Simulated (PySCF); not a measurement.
Potential energy of CsZn along the bond

Set-up: Cs def2-SVP with ECP46, Zn def2-SVP; scalar-relativistic core potentials (PySCF 2.14). Energies in eV from Cs + Zn in their ground configurations at the same level. All curves are PBE0. state 1: ²Σ⁺ (doublet), unpaired electrons σ ↑; state 2: doublet, unpaired electrons π ↑, a second solution, started from another occupation; state 3: quartet, unpaired electrons σ ↑↑, π ↑, a second solution, started from another occupation.

```tsv
R (Å)	state 1	state 2	state 3
3.693	-0.0220	0.8337	3.7843
3.865	-0.0515	0.8820	3.8224
4.036	-0.0656	0.9349	3.8799
4.165	-0.0698	0.9740	3.9319
4.294	-0.0705	1.0111	3.9891
4.423	-0.0691	1.0452	4.0497
4.595	-0.0650	1.0855	4.1338
4.809	-0.0583	1.1271	4.2410
5.067	-0.0494	1.1661	4.3682
5.410	-0.0377	1.2035	4.5261
```

Problem. Put a parabola through the three lowest points of the state 1 curve and estimate Re, k and ωe (reduced mass 43.17 u; 1 eV/Å² = 0.16022 mdyn/Å; ωe = 1302.8·√(k/μ) cm⁻¹).

Solution. Through R = 4.165, 4.294, 4.423 Å the second-order coefficient is 0.0631 eV/Å², so Re ≈ 4.272 Å, k ≈ 0.0202 mdyn/Å and ωe ≈ 28 cm⁻¹. A polynomial fit of higher order to the unrounded PBE0 energies gives Re = 4.263 Å, k = 0.0237 mdyn/Å, ωe = 30.5 cm⁻¹; anharmonicity and rounding make the difference.

The higher-order fit for each curve: state 1: Re = 4.263 Å, ωe = 30.5 cm⁻¹, De = 0.071 eV. State 2 gave no clean fit. State 3 gave no clean fit.

The bond is weak. Basis-set superposition, not corrected here, can be much of De in a small basis, most of all at correlated wavefunction levels. Functionals without a dispersion term scatter widely for such bonds, and LDA overbinds them. Spin–orbit coupling is left out. The state is the lowest determinant that a PBE0 search found; another state may lie lower at other levels.
